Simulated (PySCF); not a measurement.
Delta-SCF ions had no search for a lower state. Excitations are Tamm–Dancoff values on a coarser integration grid. The basis has no diffuse functions, so Rydberg states are missing or too high.

# AlCl2F, SMILES `[F][Al]([Cl])[Cl]` (charge 0, multiplicity 1)

Level of theory: ωB97X-D3(BJ)/def2-TZVP in PySCF.

```json
{
  "HOMO": "-12.14 eV",
  "dipole_moment": "0.42 D",
  "HOMO–LUMO gap": "12.83 eV",
  "LUMO": "0.69 eV",
  "S1 excitation (TDA)": "7.48 eV",
  "S1 oscillator strength": "0.016",
  "brightest of the four lowest singlets (TDA)": "8.08 eV",
  "T1 excitation (TDA)": "7.16 eV",
  "S1–T1 gap (TDA)": "0.31 eV",
  "vertical ionisation energy (Delta-SCF)": "12.40 eV",
  "total_energy": "-1263.0131 Ha",
  "cost": "very roughly 110 core-seconds"
}
```

```xyz
4

F     -0.0165     1.7358    -0.0112
Al    -0.0017     0.0977    -0.0014
Cl     1.8063    -0.8962     0.0056
Cl    -1.7915    -0.9287     0.0037
```
Charge 0, spin multiplicity 1.
